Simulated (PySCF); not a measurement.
## Mn (manganese, neutral) across methods

[Ar] 3d4 4s2 4p1, one real determinant (an excited configuration). Calculation: PySCF 2.14, in x2c-TZVPPall with one added diffuse shell each of s, p, d, f type (7s6p5d3f1g, 80 functions); the spin-free X2C one-electron Hamiltonian (Gaussian nucleus). The B2PLYP total includes its PT2 part (frozen core); its orbital energies are those of the SCF part.

| method | E (hartree) | mean ε 4s α (eV) | mean ε 4s β (eV) | mean ε 4p α (eV) | Σ⟨r²⟩ (bohr²) | ⟨S²⟩ |
| --- | --- | --- | --- | --- | --- | --- |
| PBE | -1157.975 | -7.590 | -6.235 | -3.098 | 48.44 | 8.757 |
| r2SCAN | -1158.184 | -7.842 | -6.279 | -3.323 | 48.24 | 8.767 |
| B2PLYP | -1157.958 | -9.260 | -7.570 | -4.361 | 49.03 | 8.767 |
| UHF | -1157.08927 | -10.720 | -8.198 | -5.485 | 50.08 | 8.840 |
| PW91 | -1158.292 | -7.659 | -6.273 | -3.134 | 48.38 | 8.757 |
| M06 | -1158.187 | -8.343 | -7.248 | -3.433 | 47.97 | 8.754 |
| LDA | -1155.771 | -7.761 | -6.430 | -3.093 | 48.14 | 8.756 |
| PBE0 | -1158.009 | -8.537 | -6.961 | -3.862 | 48.33 | 8.760 |

Q: Estimate the same row for r2SCANh.

A: E (hartree) = -1158.179; mean ε 4s α (eV) = -8.191; mean ε 4s β (eV) = -6.569; mean ε 4p α (eV) = -3.597; Σ⟨r²⟩ (bohr²) = 48.26; ⟨S²⟩ = 8.767.

⟨L²⟩ = 8.04 against 12 for a pure F term, so this real determinant mixes terms.
